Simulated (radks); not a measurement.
Results of a calculation; reference values are marked as such.
Problem. Kr XVII, configuration [Ar] 3d2. Level of theory: Dirac Kohn-Sham, PBE, spin-unpolarised, spherical densities, finite nucleus; open shells fill j = l - 1/2 first; Fermi nuclear charge, rms radius 4.1884 fm (a radial shooting solver on a logarithmic mesh with Libxc functionals). Some entries of the table are withheld. Estimate them.

orbital,occ.,eigenvalue (eV),r(max) (bohr)
1s1/2,2,-14707.07,0.02708
2s1/2,2,(1),0.1541
2p1/2,2,-2241.015,(2)
2p3/2,4,-2186.904,(3)
3s1/2,2,-737.3391,0.4440
3p1/2,2,-675.1168,0.4290
3p3/2,4,-664.7497,0.4360
3d3/2,2,-563.4247,0.3621
3d5/2,0,-561.3778,0.3640
4s1/2,0,-339.6263,0.9716
4p1/2,0,(4),(5)
4p3/2,0,(6),(7)

Solution. 
(1) 2s1/2 eigenvalue (eV): -2418.610
(2) 2p1/2 r(max) (bohr): 0.1211
(3) 2p3/2 r(max) (bohr): 0.1243
(4) 4p1/2 eigenvalue (eV): -316.0513
(5) 4p1/2 r(max) (bohr): 0.9859
(6) 4p3/2 eigenvalue (eV): -312.8855
(7) 4p3/2 r(max) (bohr): 0.9969
